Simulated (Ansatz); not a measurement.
BH5NPS, SMILES `NBPS`, relaxed with RKS PBE0-D4/def2-TZVP in the Gaussian-basis code of Ansatz from a PBE-D4/def2-SVP geometry. The force threshold is 0.005 eV/Å; the program also tests the step.

Total charge 0; spin multiplicity 1.

Start:

```xyz
9

N     1.604    0.516    0.360
B     0.446    0.523   -0.419
P    -1.268    0.277    0.501
S    -1.587   -1.655   -0.458
H     1.598    0.433    1.379
H     2.543    0.555   -0.041
H     0.537    0.637   -1.627
H    -2.087    1.033   -0.411
H    -1.787   -2.319    0.716
```

(1) How much energy does the relaxation release, and in how many steps? (Best estimate.)

(2) Which bonds change most? (Estimate.)

(3) Give the relaxed structure. (An estimate is asked.)

Results:

(1) Computed: 1.10 kcal/mol, in 7 steps.

(2) The calculation gave: P3–S4 from 2.181 to 2.131 Å; S4–H9 from 1.363 to 1.342 Å; P3–H8 from 1.440 to 1.420 Å; B2–H7 from 1.217 to 1.196 Å.

(3) Ansatz gave: 
```xyz
9

N     1.613    0.533    0.348
B     0.464    0.523   -0.422
P    -1.234    0.224    0.485
S    -1.559   -1.674   -0.426
H     1.607    0.428    1.350
H     2.536    0.615   -0.046
H     0.553    0.660   -1.607
H    -2.056    0.985   -0.388
H    -1.924   -2.294    0.707
```
